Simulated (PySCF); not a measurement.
Compound: C9H7P.
SMILES with atom numbers: `[cH:1]1[cH:2][cH:3][c:4]2[p:5][cH:6][cH:7][cH:8][c:9]2[cH:10]1` (hydrogens: H11 on C1; H12 on C2; H13 on C3; H14 on C6; H15 on C7; H16 on C8; H17 on C10)

The same species was optimised twice, with GFN2-xTB and with PBE0-D3(BJ)/def2-SVP (PySCF), and the same property calculations (PySCF, gas phase) were run on both structures.

```tsv
coordinate	GFN2-xTB	PBE0-D3(BJ)/def2-SVP	change
C6–C7 (Å)	1.395	1.409	+0.014
C4–C9 (Å)	1.417	1.430	+0.013
C1–C2 (Å)	1.401	1.412	+0.011
C3–C4 (Å)	1.409	1.419	+0.010
C8–C9 (Å)	1.412	1.421	+0.009
C2–C3 (Å)	1.368	1.377	+0.009
C9–C10 (Å)	1.412	1.421	+0.009
C1–C10 (Å)	1.367	1.375	+0.008
C7–C8 (Å)	1.368	1.376	+0.008
C4–P5 (Å)	1.774	1.776	+0.002
P5–C6 (Å)	1.714	1.712	-0.002
C4–P5–C6 (°)	100.6	101.0	+0.4
C3–C4–P5 (°)	116.9	117.4	+0.5
C4–C9–C10 (°)	118.2	118.6	+0.4
C3–C4–C9 (°)	119.0	118.6	-0.4
C6–C7–C8 (°)	123.7	123.4	-0.3
C4–C9–C8 (°)	122.0	121.7	-0.3
C7–C8–C9 (°)	123.7	124.0	+0.3
C1–C10–C9 (°)	121.5	121.3	-0.2
```

Rotational constants: A = 2379, B = 1078, C = 742.0 MHz (GFN2-xTB) against A = 2353, B = 1066, C = 733.5 MHz (PBE0-D3(BJ)/def2-SVP). Point groups within 0.08 Å: Cs and Cs.

On the GFN2-xTB structure: HOMO (eV) -6.39 [PBE0/pcSseg-1]; LUMO (eV) -1.93 [PBE0/pcSseg-1]; dipole (D) 1.67 [PBE0/pcSseg-1]; GIAO shielding of C1 (ppm) 52.7 [PBE0/pcSseg-1]; GIAO shielding of C2 (ppm) 57.4 [PBE0/pcSseg-1]; GIAO shielding of C3 (ppm) 46.1 [PBE0/pcSseg-1]; GIAO shielding of C4 (ppm) 26.1 [PBE0/pcSseg-1]; GIAO shielding of P5 (ppm) 79.0 [PBE0/pcSseg-1]; GIAO shielding of C6 (ppm) 16.9 [PBE0/pcSseg-1]; GIAO shielding of C7 (ppm) 53.0 [PBE0/pcSseg-1]; GIAO shielding of C8 (ppm) 50.2 [PBE0/pcSseg-1].

Task: What do these properties become on the PBE0-D3(BJ)/def2-SVP structure?

Result: 
```
                                    property          level  on GFN2-xTB  on PBE0-D3(BJ)/def2-SVP  change
                                   HOMO (eV)  PBE0/pcSseg-1        -6.39                    -6.40   -0.01
                                   LUMO (eV)  PBE0/pcSseg-1        -1.93                    -1.94   -0.01
                                  dipole (D)  PBE0/pcSseg-1         1.67                     1.67    0.00
energy, GFN2-xTB geometry as zero (kcal/mol)  PBE0/pcSseg-1          0.0                     -0.2    -0.2
                  GIAO shielding of C1 (ppm)  PBE0/pcSseg-1         52.7                     50.3    -2.4
                  GIAO shielding of C2 (ppm)  PBE0/pcSseg-1         57.4                     54.8    -2.6
                  GIAO shielding of C3 (ppm)  PBE0/pcSseg-1         46.1                     43.7    -2.4
                  GIAO shielding of C4 (ppm)  PBE0/pcSseg-1         26.1                     24.6    -1.5
                  GIAO shielding of P5 (ppm)  PBE0/pcSseg-1         79.0                     80.3    +1.3
                  GIAO shielding of C6 (ppm)  PBE0/pcSseg-1         16.9                     16.0    -0.9
                  GIAO shielding of C7 (ppm)  PBE0/pcSseg-1         53.0                     50.3    -2.7
                  GIAO shielding of C8 (ppm)  PBE0/pcSseg-1         50.2                     47.6    -2.6
```

The heavy atoms differ by 0.013 Å rms after alignment. Among bonds between heavy atoms C4–C9 and C6–C7 change most and about equally (+0.013 to +0.014 Å). Changes are differences of the printed values. Neither structure is proved a minimum here.
